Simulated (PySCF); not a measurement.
C4H9P2Si (doublet state).
Geometry (GFN2-xTB, Å), atoms numbered from 1 in this order:
```xyz
16
C4H9P2Si angstrom
C      2.4034   -0.5563    1.6547
C      1.9866   -0.6362    0.4391
C      1.5626   -0.7296   -0.8239
C      0.3662   -0.1983   -1.3020
Si    -0.8686    0.6936   -0.2353
P     -1.7872   -0.6127    1.3796
P     -2.5069    1.3666   -1.6300
H      3.0195    0.2621    2.0010
H      2.1665   -1.3018    2.4015
H      2.2078   -1.2616   -1.5170
H      0.1348   -0.3734   -2.3442
H     -0.2545    1.7948    0.5335
H     -0.7152   -1.4811    1.4328
H     -2.4859   -1.4284    0.5060
H     -1.9342    2.5956   -1.8850
H     -3.3025    1.8757   -0.6220
```

The hyperfine couplings belong to this conformer and change with its torsions.

As a line formula: `C=[C]/C=C\[SiH](P)P` [radical].

Computed, not measured: UKS B3LYP, pcH-1 on C H P Si, non-relativistic, mean-field spin-orbit, GIAO in PySCF. Isolated species at its GFN2-xTB geometry (one conformer only). A GFN2-xTB geometry isn't a minimum of the functional, and hyperfine couplings can be far from their values at a DFT geometry. No stability test was run, so a lower SCF solution isn't excluded.

Principal values of hyperfine tensors in MHz (contact, dipolar and spin–orbit terms together), for some of the nuclei:

| atom | isotope | A1 | A2 | A3 |
| --- | --- | --- | --- | --- |
| H9 | 1H | 98.28 | 99.02 | 106.04 |
| C4 | 13C | 7.52 | 8.74 | 162.70 |
| C3 | 13C | -69.77 | -36.05 | -30.41 |
| C2 | 13C | -3.58 | 8.06 | 126.81 |
| H11 | 1H | -66.69 | -41.53 | -15.55 |
| C1 | 13C | -44.48 | -33.34 | -29.31 |
| Si5 | 29Si | 32.61 | 35.05 | 36.34 |
| H12 | 1H | 23.34 | 24.08 | 29.24 |

**Question.** Give the isotropic coupling of each nucleus in MHz and in mT (g = 2.0025), and the anisotropic part.

**Answer.** a_iso = (A1 + A2 + A3)/3, Ti = Ai − a_iso; 1 mT corresponds to 28.027 MHz. The tensors hold a spin–orbit part: the run splits a_iso into a_FC + a_SO, and T includes its anisotropic share.

```tsv
atom	a_iso (MHz)	a_FC	a_SO	a_iso (mT)	T1	T2	T3
H9	101.11	101.11	0.00	3.608	-2.83	-2.09	4.93
C4	59.65	59.73	-0.07	2.128	-52.14	-50.91	103.05
C3	-45.41	-45.43	0.02	-1.620	-24.36	9.36	15.00
C2	43.77	43.85	-0.08	1.562	-47.34	-35.71	83.05
H11	-41.26	-41.27	0.01	-1.472	-25.43	-0.27	25.70
C1	-35.71	-35.72	0.01	-1.274	-8.77	2.37	6.40
Si5	34.67	34.72	-0.06	1.237	-2.06	0.38	1.68
H12	25.55	25.56	0.00	0.912	-2.22	-1.47	3.69
```

**Question.** What spin density at the nucleus of C4 lies behind its contact coupling (g_N = 1.40482)?

**Answer.** a_FC = 800.24 MHz bohr³ × g_N × ρ(0)/(2S). With a_FC = 59.73 MHz and 2S = 1, ρ(0) = 0.05313 bohr⁻³.

**Question.** H8 (1H, g_N = 5.58569) isn't in the table. Its spin density at the nucleus is 0.02294 bohr⁻³. What is its contact coupling?

**Answer.** By the same relation, a_FC = 102.5 MHz. Its full tensor has the principal values 99.61, 100.49, 107.48 MHz.

**Question.** Name the largest traceless tensor T of the table and describe it.

**Answer.** C4: -52.1, -50.9, 103.0 MHz, axial, in the ratio −1:−1:+2, the form that spin in one p orbital centred on that nucleus gives.

**Question.** In a single crystal, with the field along each principal axis of the tensor of H9 in turn, what first-order splitting does this nucleus give (isotropic g, quadrupole terms neglected)?

**Answer.** 2 lines (I = 1/2), spaced by |A_i|/(g × 13.996): 3.51, 3.53, 3.78 mT along the axes of A1, A2 and A3.

The SMILES draws the unpaired electron on C2; the largest computed Mulliken spin population is on C4 (0.70 against 0.54).
